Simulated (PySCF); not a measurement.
Point-charge models of trimethylamine trifluoroborane (`[B-](F)(F)(F)[N+](C)(C)C`) against its computed dipole.

Coordinates (PBE0-D3(BJ)/def2-TZVP, Å) and charges (e) from the PBE0/pcSseg-2 density (PySCF):

| atom | x | y | z | Mulliken | IAO | Hirshfeld | ESP-fitted |
| --- | --- | --- | --- | --- | --- | --- | --- |
| C1 | 0.546 | -0.895 | -1.615 | +0.0725 | -0.3256 | -0.0602 | -0.5813 |
| N2 | -0.253 | -0.588 | -0.415 | -0.4183 | -0.0583 | +0.0072 | +0.2288 |
| C3 | -1.191 | -1.691 | -0.145 | +0.0727 | -0.3258 | -0.0602 | -0.5684 |
| C4 | 0.638 | -0.393 | 0.742 | +0.0722 | -0.3257 | -0.0603 | -0.5510 |
| B5 | -1.122 | 0.814 | -0.678 | +0.8546 | +0.7739 | +0.2391 | +0.8096 |
| F6 | -1.845 | 1.017 | 0.472 | -0.4033 | -0.4101 | -0.1989 | -0.3952 |
| F7 | -1.908 | 0.553 | -1.774 | -0.4032 | -0.4100 | -0.1986 | -0.3946 |
| F8 | -0.180 | 1.787 | -0.904 | -0.4032 | -0.4100 | -0.1988 | -0.3953 |
| H9 | 1.110 | -1.817 | -1.458 | +0.0337 | +0.1452 | +0.0537 | +0.1961 |
| H10 | -0.124 | -1.008 | -2.464 | +0.0762 | +0.1763 | +0.0616 | +0.2157 |
| H11 | 1.227 | -0.069 | -1.805 | +0.0753 | +0.1756 | +0.0618 | +0.2151 |
| H12 | -1.854 | -1.806 | -1.001 | +0.0758 | +0.1759 | +0.0617 | +0.2120 |
| H13 | -1.783 | -1.444 | 0.733 | +0.0758 | +0.1761 | +0.0616 | +0.2117 |
| H14 | -0.636 | -2.617 | 0.025 | +0.0336 | +0.1452 | +0.0537 | +0.1932 |
| H15 | 1.213 | -1.304 | 0.925 | +0.0338 | +0.1453 | +0.0537 | +0.1889 |
| H16 | 1.309 | 0.437 | 0.533 | +0.0761 | +0.1761 | +0.0615 | +0.2080 |
| H17 | 0.033 | -0.153 | 1.614 | +0.0756 | +0.1758 | +0.0618 | +0.2067 |

Q: Form Σ q r in debye for every column and set it beside the full dipole.

A: The full density gives (3.17, -5.12, 0.96) D, 6.09 D in size; dipole vectors point from the negative to the positive end.

```csv
scheme,μx,μy,μz,size (D),share of the full size (%),angle to the full dipole (°)
Mulliken,3.35,-5.42,1.01,6.45,106,0
IAO,3.83,-6.18,1.16,7.36,121,0
Hirshfeld,2.54,-4.11,0.77,4.89,80,0
ESP-fitted,3.20,-5.16,0.96,6.14,101,0
```

Q: Which set comes closest?

A: Length of the difference vector: ESP-fitted 0.05 D, Mulliken 0.36 D, Hirshfeld 1.20 D, IAO 1.27 D. Closest: ESP-fitted. The schemes that divide the density aren't constrained to reproduce the dipole.

Q: What is left for the Hirshfeld atoms' own dipoles?

A: The shares of the density sum to the whole, so what Σ q r misses lies in dipoles about the nuclei. The atomic dipoles sum to (3.17, -5.12, 0.96) − (2.54, -4.11, 0.77) = (0.63, -1.01, 0.19) D, 1.20 D in size.

Q: With the origin at the mean of the coordinates, (-0.283, -0.540, -0.424) Å, which are the largest single terms, by size, of the Hirshfeld dipole along the direction of the full one?

A: F6 +1.89, F8 +1.89, F7 +1.88, B5 -1.85, H9 +0.42 D; all 17 atoms together +4.89 D. The single terms depend on the origin, their sum doesn't.

Q: Give the size of the full dipole in other units.

A: 6.09 D = 2.398 au = 1.269 e·Å = 20.33 × 10⁻³⁰ C·m.

Isolated species at its PBE0-D3(BJ)/def2-TZVP geometry, gas phase.

The values belong to the conformer `[CH3:1][N+:2]([CH3:3])([CH3:4])[B-:5]([F:6])([F:7])[F:8]`: C1–N2–B5–F6 179°.
